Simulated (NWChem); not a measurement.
System: SiH2SOCl2; SMILES O[Si](S)(Cl)Cl

Here is an NWChem input.

```
start job
memory heap 200 mb stack 900 mb global 1100 mb
geometry units angstroms
  O      0.646689    -1.220120    -1.251074
  Si     0.070271    -0.171023    -0.159591
  S      1.613542     1.315808    -0.110060
  Cl    -1.701151     0.579226    -0.771026
  Cl    -0.175603    -1.049116     1.636928
  H      0.191330    -2.023287    -1.498577
  H      2.267265     0.824856    -1.151527
end
basis spherical
  * library def2-svp
end
dft
  xc pbe0
  iterations 150
end
driver
  maxiter 120
end
task dft optimize
task dft freq
```

The level has its own optimisation; frequencies are unscaled.

Predict the main results of this run. (PBE0/def2-SVP.) Quantities: r O–Si (Å); r H–O (Å); r S–Si (Å); r H–S (Å); highest harmonic frequency (cm⁻¹); lowest (cm⁻¹); zero-point energy (kcal/mol); dipole (D).


| Quantity | Result |
|---|---|
| r O–Si (Å) | 1.642 |
| r H–O (Å) | 0.964 |
| r S–Si (Å) | 2.110 |
| r H–S (Å) | 1.353 |
| highest harmonic frequency (cm⁻¹) | 3911 |
| lowest (cm⁻¹) | 111 |
| zero-point energy (kcal/mol) | 17.5 |
| dipole (D) | 2.00 |
